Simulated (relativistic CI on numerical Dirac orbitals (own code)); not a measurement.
**Crystal-field levels of Fe4+, 3d4**

Calculated by Dirac-Coulomb-Breit CI, orbitals from a KLI potential per configuration, model QED, valence Slater integrals scaled by 0.85, one configuration in a parametric crystal field (own radial code).

Field parameters in Wybourne normalisation: Oh B⁴₀ = 21Dq, B⁴₄ = √(5/14) B⁴₀. The field is a parameter set, without covalency.

S and J are read from ⟨S²⟩ = S(S + 1) and ⟨J²⟩ = J(J + 1) of each level; they are not fictitious spins.

Oh, 10Dq = 5000 cm⁻¹, the lowest 16 levels:

| E (cm⁻¹) | Degeneracy | Irrep | S | J |
| --- | --- | --- | --- | --- |
| 0.0 | 1 | A1 | 2.00 | 2.62 |
| 31.6 | 3 | T1 | 2.00 | 2.73 |
| 62.9 | 2 | E | 2.00 | 2.84 |
| 87.5 | 3 | T2 | 2.00 | 2.92 |
| 112 | 1 | A2 | 2.00 | 3.00 |
| 4867 | 3 | T2 | 2.00 | 2.42 |
| 4885 | 3 | T1 | 2.00 | 2.57 |
| 4907 | 1 | A1 | 2.00 | 2.78 |
| 5237 | 3 | T1 | 2.00 | 3.35 |
| 5247 | 2 | E | 2.00 | 3.42 |
| 5463 | 3 | T2 | 2.00 | 3.81 |
| 19932 | 1 | A1 | 1.00 | 4.87 |
| 20090 | 3 | T1 | 1.00 | 4.78 |
| 20178 | 3 | T2 | 1.00 | 4.24 |
| 20211 | 2 | E | 1.00 | 4.20 |
| 23059 | 3 | T2 | 1.00 | 5.11 |

Oh, 10Dq = 41000 cm⁻¹, the lowest 16 levels:

| E (cm⁻¹) | Degeneracy | Irrep | S | J |
| --- | --- | --- | --- | --- |
| 0.0 | 1 | A1 | 1.00 | 4.47 |
| 298 | 3 | T1 | 1.00 | 4.28 |
| 800 | 2 | E | 1.00 | 3.84 |
| 804 | 3 | T2 | 1.00 | 3.86 |
| 13828 | 1 | A2 | 2.00 | 3.00 |
| 13833 | 3 | T2 | 1.97 | 3.04 |
| 13839 | 2 | E | 2.00 | 2.98 |
| 13845 | 3 | T1 | 2.00 | 2.97 |
| 13851 | 1 | A1 | 2.00 | 2.97 |
| 13870 | 3 | T2 | 0.15 | 4.54 |
| 15598 | 2 | E | 0.00 | 4.69 |
| 29431 | 1 | A1 | 0.01 | 3.77 |
| 37447 | 3 | T1 | 1.00 | 5.02 |
| 37471 | 3 | T2 | 1.00 | 5.01 |
| 38145 | 1 | A1 | 1.00 | 4.26 |
| 38346 | 3 | T1 | 1.00 | 4.21 |

Oh, 10Dq = 37000 cm⁻¹, the lowest 16 levels:

| E (cm⁻¹) | Degeneracy | Irrep | S | J |
| --- | --- | --- | --- | --- |
| 0.0 | 1 | A1 | 1.01 | 4.47 |
| 301 | 3 | T1 | 1.01 | 4.28 |
| 802 | 2 | E | 1.00 | 3.84 |
| 810 | 3 | T2 | 1.00 | 3.86 |
| 9949 | 1 | A2 | 2.00 | 3.00 |
| 9959 | 3 | T2 | 2.00 | 2.99 |
| 9969 | 2 | E | 2.00 | 2.98 |
| 9978 | 3 | T1 | 2.00 | 2.98 |
| 9987 | 1 | A1 | 2.00 | 2.97 |
| 13740 | 3 | T2 | 0.01 | 4.60 |
| 15497 | 2 | E | 0.00 | 4.74 |
| 28535 | 1 | A1 | 0.02 | 3.78 |
| 33550 | 3 | T1 | 1.00 | 5.02 |
| 33576 | 3 | T2 | 1.00 | 5.01 |
| 34250 | 1 | A1 | 1.00 | 4.25 |
| 34446 | 3 | T1 | 1.00 | 4.20 |

Oh, 10Dq = 33000 cm⁻¹, the lowest 10 levels:

```
E (cm⁻¹)  Degeneracy  Irrep     S     J
     0.0           1     A1  1.02  4.46
     307           3     T1  1.02  4.28
     809           2      E  1.01  3.84
     827           3     T2  1.01  3.87
    6107           1     A2  2.00  3.00
    6126           3     T2  2.00  2.99
    6146           2      E  1.99  2.99
    6162           3     T1  1.99  2.99
    6177           1     A1  1.99  2.98
   13613           3     T2  0.01  4.62
```

Oh, 10Dq = 29000 cm⁻¹, the lowest 16 levels:

```
E (cm⁻¹)  Degeneracy  Irrep     S     J
     0.0           1     A1  1.11  4.36
     321           3     T1  1.11  4.20
     826           2      E  1.12  3.78
     895           3     T2  1.07  3.84
    2390           1     A2  2.00  3.00
    2469           3     T2  1.96  3.04
    2541           2      E  1.92  3.07
    2567           3     T1  1.93  3.11
    2598           1     A1  1.93  3.13
   13569           3     T2  0.01  4.65
   15341           2      E  0.01  4.86
   25942           3     T1  1.00  5.03
   25970           3     T2  1.00  5.02
   26133           1     A1  0.63  4.01
   26806           3     T1  1.02  4.17
   26965           1     A1  0.64  4.01
```

The free-ion ground term has S = 2. The field overcomes the spin-pairing energy for Oh, 10Dq = 41000 cm⁻¹; Oh, 10Dq = 37000 cm⁻¹; Oh, 10Dq = 33000 cm⁻¹; Oh, 10Dq = 29000 cm⁻¹, where the ground state has lower spin; these fields are assumed values.

Levels of this model without a field, named by their leading LS term: 5D_0 0, 5D_1 138, 5D_2 403, 5D_3 778, 5D_4 1243, 3H_4 22796, 3H_5 23061, 3H_6 23333 cm⁻¹.
